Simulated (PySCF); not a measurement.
These 2 structures share the formula C8H7FSi. Theory: PySCF, PBE0-D3(BJ)/def2-SVP geometry optimisation, gas phase. Energies are electronic, without zero-point or thermal terms, for one conformer each. No frequencies were run at this level. Point groups hold within 0.08 Å.

Task: Rank from lowest to highest electronic energy at this level (kcal/mol).
A. `FC1=C2C=C[SiH2]C2=CC=C1`
B. `C1(F)[SiH2]c2ccccc2C=1`

Result: A (0.0), B (4.2).

```tsv
SMILES	E (Eh)	E rel (kcal/mol)	dipole (D)	point group	A, B, C (MHz)
Fc1cccc2c1C=C[SiH2]2	-697.43345	0.0	0.89	Cs	1966, 1061, 694.7
FC1=Cc2ccccc2[SiH2]1	-697.42668	4.2	1.55	Cs	2670, 825.6, 635.3
```

Task: How do the relative energies change in single points at PBE0/pcSseg-1 (no added dispersion term) on the same geometries?

Result: 
```tsv
SMILES	PBE0-D3(BJ)/def2-SVP (kcal/mol)	PBE0/pcSseg-1 (kcal/mol)	shift
Fc1cccc2c1C=C[SiH2]2	0.0	0.0	0.0
FC1=Cc2ccccc2[SiH2]1	4.2	4.1	-0.1
```

Each column counts from its own lowest isomer. The order is unchanged; the largest shift is 0.1 kcal/mol.
